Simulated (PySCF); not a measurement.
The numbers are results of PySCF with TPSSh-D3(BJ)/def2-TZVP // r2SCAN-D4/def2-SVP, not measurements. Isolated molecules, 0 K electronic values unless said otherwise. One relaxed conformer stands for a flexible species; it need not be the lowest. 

Reference species: [Zn(OH)2] (neutral, multiplicity 1).

```yaml
coordination_number: 2
HOMO: -7.47 eV
charge on the central atom (Mulliken): 0.60 e
charge on the central atom (meta-Löwdin): 1.29 e
```

Changed species: [Zn(OH)(SH)] (1 of 2 OH replaced by SH; the reference has 0 of 2 OH replaced by SH).

What does the change do to the coordination number, HOMO, charge on the central atom (Mulliken) and charge on the central atom (meta-Löwdin)?

the coordination number is nearly the same; the HOMO increases by 0.64 eV, to -6.83 eV; the charge on the central atom (Mulliken) drops by 0.10 e, to 0.50 e; the charge on the central atom (meta-Löwdin) falls by 0.10 e, to 1.19 e.
